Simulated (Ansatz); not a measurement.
The cluster Ti₄Al⁺. Total charge 1; singlet. Geometry B3LYP-D4/def2-SVP; atoms count from 1.

Cartesian coordinates in Å:
```
Ti 1.2925 0.0529 -0.2636
Ti -0.0420 -1.5470 -1.2081
Ti 0.5591 1.5517 1.1459
Ti -0.6639 -0.9016 1.1189
Al -1.1457 0.8440 -0.7931
```

The restricted singlet is unstable towards broken spin symmetry in Hartree–Fock (as tested in another run); at PBE0-D4/def2-TZVP this wasn't settled. No other spin state of charge 1 was run. Another isomer (singlet) lies 0.46 eV lower at PBE0-D4/def2-TZVP; other spin states weren't run for this one.

(1) Estimate the Mulliken populations from the PBE0/def2-TZVP orbitals of Ansatz.

(2) And the Mayer bond orders between bonded heavy atoms (over 0.3)?

Results:

(1) 
| atom | charge (e) | d electrons |
| --- | --- | --- |
| Ti1 | 0.22 | 2.89 |
| Ti2 | 0.32 | 2.67 |
| Ti3 | 0.31 | 2.68 |
| Ti4 | 0.17 | 2.67 |
| Al5 | -0.02 | – |
Mulliken values and Mayer orders depend strongly on the basis.

(2) Ti1–Ti2 1.57 (2.29 Å); Ti1–Ti3 1.86 (2.18 Å); Ti1–Ti4 0.97 (2.58 Å); Ti1–Al5 0.48 (2.62 Å); Ti2–Ti4 1.73 (2.49 Å); Ti2–Al5 0.83 (2.67 Å); Ti3–Ti4 1.16 (2.74 Å); Ti3–Al5 0.85 (2.68 Å); Ti4–Al5 0.74 (2.63 Å). Values over 0.3 also appear between atoms too far apart for a bond (Ti2–Ti3 0.55 at 3.94 Å); they arise where an orbital or an unpaired electron spreads over both atoms.
